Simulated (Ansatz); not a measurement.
Ansatz results at the PBE0-D4/def2-TZVP geometry: size of the dipole moment (PBE/def2-TZVPP) 1.27 D; size of the dipole moment (B3LYP/def2-TZVPP) 1.34 D; size of the dipole moment (ωB97M-V/def2-TZVPP) 1.35 D.

Each molecule was computed in one conformer, which needn't be the lowest.

Problem. Which molecule gave them?
A. `[OH][Al][OH]`•
B. `[SiH2]O[SiH3]`•
C. `O[SiH](Cl)O[SiH]Cl`•
D. `B[N][SiH3]`•

Solution. A. The others give `B[N][SiH3]`•: 0.74, 0.76, 0.75; `[SiH2]O[SiH3]`•: 0.34, 0.35, 0.36; `O[SiH](Cl)O[SiH]Cl`•: 1.73, 1.79, 1.83.

B3LYP here is the variant with VWN-RPA as its local correlation; programs differ in this.
